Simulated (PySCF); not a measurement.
Job for PySCF: R-HF/STO-3G on C2H2 (SMILES C#C), 2S+1 = 1, a spin state set in the input, which need not be the lowest.

```python
from pyscf import gto, scf, dft, mp
from pyscf.data.elements import chemcore

mol = gto.M(
    atom='''
    C    -0.00000000   -0.00000000   -0.59839536
    C     0.00000000    0.00000000    0.59839536
    H    -0.00000000   -0.00000000   -1.66106504
    H     0.00000000    0.00000000    1.66106504
    ''',
    basis='sto-3g',
    charge=0, spin=0, verbose=3, max_memory=1800)
mf = scf.RHF(mol)
mf.conv_tol = 1e-8
mf.max_cycle = 100
mf.kernel()
if not mf.converged:
    mf = mf.newton().run(mf.mo_coeff, mf.mo_occ)
```

Program output:

```
converged SCF energy = -75.8539648694192
```

The calculation finished and met its thresholds.

Cost: around 0.12 core-seconds (rough).
